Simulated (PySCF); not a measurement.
A structure optimised at B3LYP-D3(BJ)/def2-SVP, used in a PySCF frequency run:

```xyz
9

Hf    -0.1443    -0.0109     0.0000
F      0.3851     0.8306    -1.6741
F     -0.0469    -1.9367     0.0000
F      0.3851     0.8306     1.6741
O     -2.0359     0.3330     0.0000
H     -2.9675     0.5519     0.0000
O      2.2337    -0.0776     0.0000
H      2.6315     0.3347     0.7817
H      2.6315     0.3347    -0.7817
```
Charge 0, spin multiplicity 1.

Write its SMILES, formula and point group.

[OH][Hf](<-[OH2])([F])([F])[F], F3H3HfO2, Cs

What are its rotational constants (standard atomic weights)?

2.4344, 1.8173, 1.7674 GHz
